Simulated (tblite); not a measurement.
A geometry optimisation, step by step.

Compound: C₇H₉P.
Atom-mapped SMILES: `[CH3:1][c:2]1[cH:3][cH:4][p:5][c:6]([CH3:7])[cH:8]1` (hydrogens: H9, H10, H11 on C1; H12 on C3; H13 on C4; H14, H15, H16 on C7; H17 on C8)

Computed with GFN2-xTB (tblite), gas phase: L-BFGS steps from a force-field or distance-geometry start until the largest atomic force falls under 0.01 eV/Å. 4 of its 34 geometries are shown.

Step 0: E = -600.1163 eV, largest atomic force 2.803 eV/Å
```
atom  x, y, z in Å  |  force x, y, z in eV/Å
C1     -1.533   -1.930   -0.110   -0.286   0.251   0.322
C2     -0.907   -0.565    0.037    0.893   0.245   0.012
C3     -1.719    0.542    0.287   -0.111   0.706  -0.061
C4     -1.286    1.866    0.417    1.929  -0.564   0.009
P5      0.473    2.356    0.371   -1.285  -2.423  -0.577
C6      1.246    0.727   -0.036   -1.275   1.007   0.504
C7      2.739    0.675   -0.236   -0.023   0.048   0.256
C8      0.503   -0.451   -0.111   -0.580   0.594   0.025
H9     -2.452   -2.003    0.488    0.201   0.111  -0.245
H10    -1.792   -2.105   -1.156    0.044  -0.051   0.080
H11    -0.871   -2.720    0.236    0.133   0.046  -0.132
H12    -2.809    0.378    0.361    0.622   0.007  -0.040
H13    -2.014    2.651    0.613    0.276  -0.192  -0.062
H14     2.976    0.214   -1.202   -0.027   0.028   0.263
H15     3.193    1.675   -0.213   -0.234  -0.259   0.021
H16     3.196    0.075    0.574   -0.141   0.211  -0.432
H17     1.050   -1.372   -0.329   -0.136   0.237   0.056
```

Step 11: E = -600.4594 eV, largest atomic force 0.071 eV/Å
```
atom  x, y, z in Å  |  force x, y, z in eV/Å
C1     -1.529   -1.919   -0.105   -0.006   0.002   0.005
C2     -0.893   -0.567    0.035   -0.009  -0.064  -0.015
C3     -1.696    0.541    0.280    0.027  -0.021  -0.023
C4     -1.203    1.819    0.417    0.021  -0.001   0.007
P5      0.463    2.286    0.315    0.018   0.014  -0.023
C6      1.197    0.738   -0.020   -0.039  -0.025   0.002
C7      2.686    0.686   -0.218   -0.003   0.005   0.003
C8      0.482   -0.442   -0.112   -0.029  -0.019  -0.007
H9     -2.445   -1.975    0.481    0.039  -0.021  -0.035
H10    -1.784   -2.104   -1.151    0.017  -0.009   0.058
H11    -0.849   -2.704    0.224   -0.045   0.029  -0.034
H12    -2.765    0.385    0.361    0.022   0.023   0.024
H13    -1.906    2.618    0.609   -0.030   0.062   0.018
H14     2.920    0.223   -1.177    0.027   0.022   0.034
H15     3.118    1.685   -0.195   -0.009  -0.011   0.004
H16     3.152    0.087    0.567   -0.004   0.022  -0.031
H17     1.045   -1.345   -0.323    0.002  -0.010   0.013
```

Step 22: E = -600.4615 eV, largest atomic force 0.016 eV/Å
```
atom  x, y, z in Å  |  force x, y, z in eV/Å
C1     -1.534   -1.922   -0.107    0.006   0.005  -0.002
C2     -0.897   -0.571    0.032    0.002   0.005   0.002
C3     -1.691    0.543    0.282   -0.005   0.001   0.003
C4     -1.197    1.821    0.415   -0.003   0.000   0.002
P5      0.468    2.285    0.294   -0.006   0.005  -0.012
C6      1.194    0.732   -0.029   -0.008   0.000   0.005
C7      2.685    0.690   -0.217   -0.009  -0.002   0.001
C8      0.479   -0.448   -0.114    0.003  -0.009   0.001
H9     -2.450   -1.986    0.476    0.007   0.011  -0.002
H10    -1.787   -2.110   -1.151   -0.001   0.010  -0.002
H11    -0.853   -2.706    0.218   -0.003  -0.003   0.004
H12    -2.760    0.396    0.379   -0.006  -0.014   0.005
H13    -1.899    2.623    0.616    0.004   0.001  -0.001
H14     2.936    0.233   -1.174    0.008   0.005  -0.002
H15     3.106    1.693   -0.186    0.005  -0.008   0.003
H16     3.151    0.094    0.569    0.001   0.004   0.002
H17     1.042   -1.354   -0.312    0.006  -0.011  -0.006
```

Step 33: E = -600.4618 eV, largest atomic force 0.009 eV/Å
```
atom  x, y, z in Å  |  force x, y, z in eV/Å
C1     -1.535   -1.920   -0.107    0.001  -0.002  -0.002
C2     -0.896   -0.571    0.034    0.001   0.004  -0.002
C3     -1.691    0.541    0.286    0.000   0.002   0.001
C4     -1.198    1.821    0.413   -0.001   0.000  -0.001
P5      0.465    2.285    0.281   -0.001   0.002   0.000
C6      1.194    0.730   -0.033    0.004  -0.001   0.000
C7      2.686    0.690   -0.216   -0.003  -0.001  -0.001
C8      0.481   -0.451   -0.115    0.003   0.003   0.001
H9     -2.451   -1.980    0.475   -0.005  -0.002   0.002
H10    -1.787   -2.104   -1.153   -0.005   0.000  -0.007
H11    -0.858   -2.708    0.216    0.003  -0.007   0.005
H12    -2.758    0.389    0.389    0.002   0.004   0.005
H13    -1.899    2.623    0.615    0.000  -0.005  -0.005
H14     2.942    0.237   -1.173   -0.001   0.004   0.002
H15     3.105    1.694   -0.181    0.000  -0.009   0.002
H16     3.150    0.094    0.571   -0.004   0.004  -0.002
H17     1.043   -1.358   -0.312    0.004   0.005  -0.001
```

**Question.** Summarise the path.

**Answer.** The energy falls by 7.97 kcal/mol from step 0 to step 33; nine tenths of that is first reached at step 4. It falls at every step. The largest force goes from 2.803 to 0.009 eV/Å. Among the bonds P5–C6 changes most, from 1.848 to 1.745 Å; the atoms move by 0.062 Å rms after alignment.
